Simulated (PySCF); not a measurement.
# Electron correlation in Sn (tin, neutral)

Starting occupation: [Kr] 4d10 5s2 5p2, 5p3/2 with m_j = +1/2, +3/2. Computed with PySCF 2.14 in x2c-TZVPall-2c with one added diffuse shell each of s, p, d, f type (9s10p6d3f, 90 functions), with X2C-1e with screened-nucleus spin-orbit coupling, Gaussian nucleus. Frozen: [Ar] 3d10; 22 electrons correlated; the 6 highest virtual spinors left out.

MP2 pair energies summed by pair of shells (mhartree):

```json
{"pair": "4d-4d", "energy": "-167.99", "share (%)": "40.3"}
{"pair": "4d-4p", "energy": "-63.14", "share (%)": "15.2"}
{"pair": "4d-5s", "energy": "-56.39", "share (%)": "13.5"}
{"pair": "4d-5p", "energy": "-27.72", "share (%)": "6.7"}
{"pair": "5p-5s", "energy": "-26.80", "share (%)": "6.4"}
{"pair": "4p-4p", "energy": "-21.03", "share (%)": "5.1"}
{"pair": "4d-4s", "energy": "-13.90", "share (%)": "3.3"}
{"pair": "5s-5s", "energy": "-13.21", "share (%)": "3.2"}
{"pair": "4p-4s", "energy": "-9.93", "share (%)": "2.4"}
{"pair": "4p-5s", "energy": "-6.57", "share (%)": "1.6"}
{"pair": "5p-5p", "energy": "-4.45", "share (%)": "1.1"}
{"pair": "4p-5p", "energy": "-2.66", "share (%)": "0.6"}
{"pair": "4s-4s", "energy": "-1.63", "share (%)": "0.4"}
{"pair": "4s-5s", "energy": "-0.63", "share (%)": "0.2"}
{"pair": "4s-5p", "energy": "-0.28", "share (%)": "0.1"}
```

Total MP2 correlation energy: -416.34 mhartree.

The GHF reference relaxed away from the jj start to a determinant that is no pure jj level (⟨S²⟩ = 1.88, ⟨J²⟩ = 6.01); the energies belong to that determinant.

This basis was not built for core-valence correlation, so the inner-shell part is incomplete.
